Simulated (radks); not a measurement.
Results of a calculation; reference values are marked as such.
All-electron atom: the vanadium ion V3+ in [Ar] 3d2. Code: a radial shooting solver on a logarithmic mesh with Libxc functionals. Model: non-relativistic Kohn-Sham, Slater X-alpha with alpha = 0.594, spin-unpolarised, spherical densities, point nucleus.

Unscreened Slater integrals over Kohn-Sham orbitals (eV).

F0(3d,3d): 20.749
F2(3d,3d): 9.7006
F4(3d,3d): 6.0544
F0(3d,3p): 22.369
F2(3d,3p): 10.641
G1(3d,3p): 13.243
G3(3d,3p): 8.0203
F0(3d,3s): 22.901
G2(3d,3s): 10.066
F0(3d,2p): 28.806
F2(3d,2p): 5.2000
G1(3d,2p): 3.7117
G3(3d,2p): 2.1036
F0(3p,3p): 24.434
F2(3p,3p): 12.247
F0(3p,3s): 25.061
G1(3p,3s): 16.633
F0(3p,2p): 33.242
F2(3p,2p): 6.5170
G0(3p,2p): 2.5647
G2(3p,2p): 2.6666
F0(3s,3s): 25.749
F0(3s,2p): 34.290
G1(3s,2p): 2.8142
F0(2p,2p): 89.950
F2(2p,2p): 42.230

Derived for the open shells (J is the average intra-shell exchange parameter used in DFT+U). 3d: Racah B = F2/49 - 5 F4/441 = 0.1293 eV, C = 35 F4/441 = 0.4805 eV, C/B = 3.72, F4/F2 = 0.624, J = (F2 + F4)/14 = 1.125 eV.
